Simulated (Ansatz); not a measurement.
A nudged elastic band was laid between two geometries of Cl3HSn (5 atoms, charge 0, multiplicity 1).

Computed with RHF/def2-SVP (Ansatz).

```
movable images  : 9
climbing image  : yes
spring          : 5.0 eV/Å²
optimiser       : quadratic models (default)
start path      : straight line
force threshold : 0.05 eV/Å
iteration limit : 60
end points      : relaxed
```

Initial state:

```xyz
5
Properties=species:S:1:pos:R:3
Sn 0.207 0.000 0.332
H -0.040 0.000 1.998
Cl 2.475 0.000 -0.185
Cl -0.741 1.877 -0.661
Cl -0.741 -1.877 -0.661
```

Final state:

```xyz
5
Properties=species:S:1:pos:R:3
Sn -1.235 0.000 0.083
H 1.885 0.000 2.415
Cl 2.058 0.000 1.153
Cl -0.773 1.810 -1.414
Cl -0.773 -1.810 -1.414
```

(1) Which bonds break or form, and what moves?

(2) Give the energies along the band, and the barrier.

(3) What is the geometry of the highest image?

## Answers

(1) Bonds broken: Sn1–H2, Sn1–Cl3. Bonds formed: H2–Cl3. Cl3HSn becomes Cl2Sn + ClH.

(2) It converged. The highest image is number 4 of 0 to 10, 2.69 eV above the first end and 2.34 eV above the last; the last end lies 0.35 eV above the first. Another band between the same ends (9 images) ends at a top of the same energy, where a vibrational analysis finds 1 clearly imaginary mode. The orbitals stay closed-shell, which can raise the energy where a bond breaks towards radicals; this wasn't checked here.

| image | path coordinate (Å) | energy (eV) | Sn1–H2 (Å) | Sn1–Cl3 (Å) | H2–Cl3 (Å) |
| --- | --- | --- | --- | --- | --- |
| 0 | 0.00 | 0.00 | 1.68 | 2.33 | 3.33 |
| 1 | 0.38 | 0.15 | 1.68 | 2.33 | 3.01 |
| 2 | 0.75 | 0.71 | 1.67 | 2.36 | 2.59 |
| 3 | 1.13 | 1.82 | 1.67 | 2.47 | 2.18 |
| 4 | 1.51 | 2.69 | 1.78 | 2.64 | 1.79 |
| 5 | 1.82 | 1.84 | 2.00 | 2.75 | 1.45 |
| 6 | 2.14 | 0.90 | 2.35 | 2.99 | 1.29 |
| 7 | 2.45 | 0.58 | 2.75 | 3.20 | 1.27 |
| 8 | 2.77 | 0.44 | 3.14 | 3.28 | 1.27 |
| 9 | 3.08 | 0.37 | 3.52 | 3.32 | 1.27 |
| 10 | 3.40 | 0.35 | 3.90 | 3.46 | 1.27 |

(3) 
```xyz
5
Properties=species:S:1:pos:R:3
Sn -0.334 0.000 0.338
H 0.743 0.000 1.750
Cl 2.266 0.000 0.809
Cl -0.757 1.838 -1.037
Cl -0.757 -1.838 -1.037
```

Run time: 3 min on 1 thread of Arm Neoverse V1 (shared host), peak memory 0.19 GiB.
